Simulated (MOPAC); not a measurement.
A run for MOPAC: PM3 on FHZn (SMILES [F][ZnH]), a point of a bond scan (R = 2.635 Å).

```
PM3 1SCF PRECISE CHARGE=0 THREADS=1
FHZn

Zn    -0.00000000 1    -0.00000000 1    -0.35811910 1
H      0.00000000 1     0.00000000 1    -2.99268357 1
F      0.00000000 1     0.00000000 1     1.40079528 1
```

Output:

```
*******************************************************************************
 **                                                                           **
 **                              MOPAC v23.2.5                                **
 **                                                                           **
 *******************************************************************************
 ** MOPAC's Digital Object Identifier: https://doi.org/10.5281/zenodo.6511958 **
 **                                                                           **
 ** Please cite the open-source release paper for use of this MOPAC version:  **
 ** J. E. Moussa and J. J. P. Stewart (2026)                                  **
 ** MOPAC: An open-source semiempirical molecular orbital program             **
 ** J. Open Source Softw., 11(119), 8025, https://doi.org/10.21105/joss.08025 **
 *******************************************************************************

                              PM3 CALCULATION RESULTS

 *******************************************************************************
 *  PM3        - The PM3 Hamiltonian to be used
 *
 *
 *
 *                 CHARGE ON SYSTEM = 0
 *
 *
 *
 *  PRECISE    - TIGHTER CRITERIA TO BE USED
 *  1SCF       - DO 1 SCF AND THEN STOP
 *  THREADS=1  - MULTI-THREADING NOT USED
 *  T=         - A TIME OF 172800.0 SECONDS REQUESTED
 *  DUMP=N     - RESTART FILE WRITTEN EVERY 7200.0 SECONDS REQUESTED
 *******************************************************************************
PM3 1SCF PRECISE CHARGE=0 THREADS=1
 FHZn

   ATOM   CHEMICAL          X               Y               Z
  NUMBER   SYMBOL      (ANGSTROMS)     (ANGSTROMS)     (ANGSTROMS)

     1      Zn         -0.00000000  *  -0.00000000  *  -0.35811910  *
     2       H          0.00000000  *   0.00000000  *  -2.99268357  *
     3       F          0.00000000  *   0.00000000  *   1.40079528  *



          CARTESIAN COORDINATES

    NO.       ATOM           X           Y           Z

     1        Zn         -0.0000     -0.0000     -0.3581
     2         H          0.0000      0.0000     -2.9927
     3         F          0.0000      0.0000      1.4008

  H: (PM3): J. J. P. STEWART, J. COMP. CHEM. 10, 209 (1989).
  F: (PM3): J. J. P. STEWART, J. COMP. CHEM. 10, 209 (1989).
 Zn: (PM3): J. J. P. STEWART, J. COMP. CHEM. 12, 320-341 (1991).

           Empirical Formula: H Zn F  =     3 atoms



      MOLECULAR POINT GROUP   :   C*v


      RHF CALCULATION, NO. OF DOUBLY OCCUPIED LEVELS = 5


 -------------------------------------------------------------------------------
 PM3 1SCF PRECISE CHARGE=0 THREADS=1
 FHZn



     1SCF WAS SPECIFIED, SO BFGS WAS NOT USED
     SCF FIELD WAS ACHIEVED


                              PM3 CALCULATION
                                                       MOPAC v23.2.5 Linux




          FINAL HEAT OF FORMATION =         74.67744 KCAL/MOL =     312.45043 KJ/MOL


          COSMO AREA              =         70.19 SQUARE ANGSTROMS
          COSMO VOLUME            =         44.81 CUBIC ANGSTROMS

          IONIZATION POTENTIAL    =          9.906416 EV
          HOMO LUMO ENERGIES (EV) =         -9.906 -2.107
          NO. OF FILLED LEVELS    =          5
          MOLECULAR WEIGHT        =         85.3863         POINT GROUP:  C*v

          MOLECULAR DIMENSIONS (Angstroms)

            Atom       Atom       Distance
            F     3    H     2     4.39348
            F     3    H     2     0.00000
           Zn     1    H     2     0.00000


          SCF CALCULATIONS        =          1





   ATOM   CHEMICAL          X               Y               Z
  NUMBER   SYMBOL      (ANGSTROMS)     (ANGSTROMS)     (ANGSTROMS)

     1      Zn         -0.00000000  *  -0.00000000  *  -0.35811910  *
     2       H          0.00000000  *   0.00000000  *  -2.99268357  *
     3       F          0.00000000  *   0.00000000  *   1.40079528  *

                             CARTESIAN COORDINATES

   1   Zn       -0.000000000    -0.000000000    -0.358119100
   2    H        0.000000000     0.000000000    -2.992683570
   3    F        0.000000000     0.000000000     1.400795280


           Empirical Formula: H Zn F  =     3 atoms



      MOLECULAR POINT GROUP   :   C*v


                  EIGENVALUES
 -20.07868 -15.44731 -15.07873 -15.07873  -9.90642  -2.10679   1.53013   1.53013
   5.25120


              NET ATOMIC CHARGES AND DIPOLE CONTRIBUTIONS

  ATOM NO.   TYPE          CHARGE      No. of ELECS.   s-Pop       p-Pop
    1         Zn           0.315560        1.6844     1.00529     0.67915
    2          H          -0.021759        1.0218     1.02176
    3          F          -0.293800        7.2938     1.69372     5.60008
 DIPOLE           X         Y         Z       TOTAL
 POINT-CHG.     0.000     0.000    -2.207     2.207
 HYBRID        -0.000     0.000     0.714     0.714
 SUM           -0.000     0.000    -1.493     1.493


          ATOMIC ORBITAL ELECTRON POPULATIONS

     Atom    s        px        py        pz
    1 Zn   1.00529   0.07673   0.07673   0.52570
    2  H   1.02176
    3  F   1.69372   1.92327   1.92327   1.75354

 **********************
 *                    *
 * JOB ENDED NORMALLY *
 *                    *
 **********************




 == MOPAC DONE ==
```

The run finished.

Cost: roughly 0.03 core-seconds.
